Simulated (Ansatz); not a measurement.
H$_{5}$O$_{3}$Si$_{2}$ (`O[SiH][SiH](O)O`) radical, relaxed with UKS PBE0-D4/def2-TZVP in the Gaussian-basis code of Ansatz from a GFN2-xTB geometry. The force threshold is 0.005 eV/Å; the program also tests the step.

Charge 0, multiplicity 2.

Start:

```xyz
10

O     0.961   -0.925    1.912
Si   -0.269   -1.158    0.833
Si   -0.174    0.658   -0.511
O     1.096    0.570   -1.546
O    -1.492    0.400   -1.430
H     1.075   -1.460    2.691
H    -1.473   -1.433    1.644
H    -0.200    2.066   -0.063
H     1.985    0.538   -1.211
H    -1.508    0.744   -2.318
```

```
         step  energy (eV)  largest force (eV/Å)  largest move (Å)
            1  -21970.2925                 0.905             0.000
            2  -21970.4170                 0.542             0.175
            3  -21970.4581                 0.291             0.096
            4  -21970.4644                 0.168             0.043
            5  -21970.4696                 0.107             0.049
            6  -21970.4726                 0.325             0.048
            7  -21970.4815                 0.243             0.106
            8  -21970.4828                 0.310             0.090
            9  -21970.4855                 0.053             0.034
           10  -21970.4862                 0.018             0.028
11 (rejected)  -21970.4818                 0.536             0.108
           12  -21970.4862                 0.013             0.030
           13  -21970.4864                 0.010             0.016
           14  -21970.4864                 0.006             0.005
           15  -21970.4864                 0.004             0.004
```

End:

```xyz
10

O     1.078   -1.079    1.840
Si   -0.309   -1.192    0.929
Si   -0.195    0.546   -0.636
O     1.197    0.457   -1.512
O    -1.463    0.284   -1.639
H     1.085   -1.529    2.686
H    -1.506   -1.143    1.833
H    -0.265    1.913   -0.031
H     1.988    0.833   -1.123
H    -1.610    0.911   -2.349
```

Run time 47 s (2 threads of an AMD EPYC 7R13 on a shared host and a share of an NVIDIA H100 80 GB); peak host memory 0.86 GiB.
